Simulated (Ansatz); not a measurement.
Calculated with Ansatz (gas phase, PBE0-D4/def2-TZVP geometries, no zero-point term in ΔE). CBS: MP2 limit from def2 TZ/QZ plus the TZ coupled-cluster correction, frozen cores. This one scheme is used for every species. DFT in def2-TZVPP. HSE06 is defined as in plane-wave codes. One conformer a species, not always the lowest.

`C=NBC` + `N[SiH3]` → `CBN[SiH3]` + `C=N`  (ligand exchange at a B–N bond)

| level | ΔE (kJ/mol) | difference from CCSD(T)/CBS |
| --- | --- | --- |
| LDA (SPW92) | 0.8 | 27.3 |
| revPBE-D4 | -12.6 | 13.9 |
| r2SCANh-D4 | -14.0 | 12.5 |
| r2SCAN0-D4 | -17.1 | 9.4 |
| HSE06-D4 | -14.9 | 11.6 |
| BHLYP-D4 | -23.2 | 3.3 |
| ωB97X-V | -24.4 | 2.1 |
| ωB97M-V | -23.3 | 3.2 |
| PBE | -4.7 | 21.8 |
| r2SCAN | -10.8 | 15.7 |
| r2SCANh | -13.0 | 13.5 |
| HSE06 | -12.2 | 14.3 |
| CAM-B3LYP | -14.4 | 12.1 |
| RPA@PBE/def2-TZVPP | -35.8 | -9.3 |
| CCSD/def2-SVP | -29.3 | -2.8 |
| CCSD/def2-TZVPP | -29.5 | -3.0 |
| CCSD(T)/CBS | -26.5 | 0 |

Largest T1 diagnostic among the species: 0.014.

From r2SCAN to r2SCAN0 (25 % exact exchange), in def2-TZVPP and without D4, ΔE moves by −5.2 kJ/mol. Leaving LDA and LC-ωPBE aside and taking each functional with its dispersion term where it has one, the values, not all of them listed here, spread over 16.5 kJ/mol, from ωB97X-V to PBE-D4. LDA lies +5.5 kJ/mol from PBE without D4.
